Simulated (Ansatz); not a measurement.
Basis-set series for AlBClFH5NSi (`B[NH][AlH][SiH](F)Cl`). Charge 0, multiplicity 1. All single points use the PBE0-D4/def2-TZVP geometry. It is one conformer, not always the lowest.

```tsv
functional	basis	functions	energy (Eh)	HOMO (eV)	LUMO (eV)
PBE0-D4	def2-TZVPP	289	-1174.27609	-7.82	-2.07
PBE0-D4	def2-QZVPP	531	-1174.31772	-7.84	-2.10
ωB97M-V	def2-TZVPP	289	-1174.73476	-9.83	-0.39
ωB97M-V	def2-QZVPP	531	-1174.77417	-9.86	-0.50
```

(1) Give the rows for def2-SVP. (Estimate.)

Answers

(1) Computed: 
```csv
functional,basis,functions,energy (Eh),HOMO (eV),LUMO (eV)
PBE0-D4,def2-SVP,121,-1173.70310,-7.76,-2.01
ωB97M-V,def2-SVP,121,-1174.15721,-9.74,-0.26
```
